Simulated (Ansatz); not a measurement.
Basis sets compared for (HMg-mu-OH)2 (Mg₂O₂H₄). Total charge 0; singlet. Geometry PBE-D4/def2-SVP. Ansatz on 4 threads of Intel Xeon Platinum 8375C on a shared host; times are rough, and most runs start from earlier orbitals.

| atom | x (Å) | y (Å) | z (Å) |
| --- | --- | --- | --- |
| Mg1 | 0.397 | 1.080 | 0.938 |
| H2 | 0.855 | 2.326 | 2.019 |
| O3 | 1.210 | -0.052 | -0.452 |
| Mg4 | -0.397 | -1.080 | -0.938 |
| H5 | -0.855 | -2.326 | -2.020 |
| O6 | -1.210 | 0.053 | 0.452 |
| H7 | 2.117 | -0.092 | -0.790 |
| H8 | -2.116 | 0.091 | 0.792 |

B3LYP takes the VWN-RPA correlation.

Binding counts from free atoms (Mg singlet, H doublet, O triplet) in the same basis, without a counterpoise term.

| level | functions | energy (Eh) | HOMO (eV) | LUMO (eV) | binding per atom (eV) | wall time |
| --- | --- | --- | --- | --- | --- | --- |
| HF/STO-3G | 32 | -544.3564 | -6.50 | 11.28 | 2.95 | 0.2 s |
| HF/6-31G | 52 | -551.3579 | -10.06 | 1.97 | 2.09 | 0.45 s |
| PBE-D4/def2-SVP | 84 | -552.4871 | -5.93 | -1.21 | 3.13 | 1 s |
| B3LYP-D4/6-31G | 52 | -553.1408 | -6.97 | -0.64 | 2.95 | 1 s |
| PBE0-D4/def2-SVP | 84 | -552.5285 | -7.12 | -0.48 | 3.06 | 1.2 s |

Problem. Estimate the rows for HF/def2-TZVP, PBE-D4/def2-TZVP, B3LYP-D4/def2-TZVP, PBE0-D4/def2-TZVP (with forces).

Solution. 
```
                          level  functions  energy (Eh)  HOMO (eV)  LUMO (eV)  binding per atom (eV)  wall time
                   HF/def2-TZVP        150    -551.4894     -10.08       1.55                   2.20      1.5 s
               PBE-D4/def2-TZVP        150    -552.8088      -5.97      -1.38                   3.08      1.3 s
             B3LYP-D4/def2-TZVP        150    -553.2846      -6.98      -0.93                   3.06      2.7 s
PBE0-D4/def2-TZVP (with forces)        150    -552.8480      -7.15      -0.64                   3.01      2.6 s
```
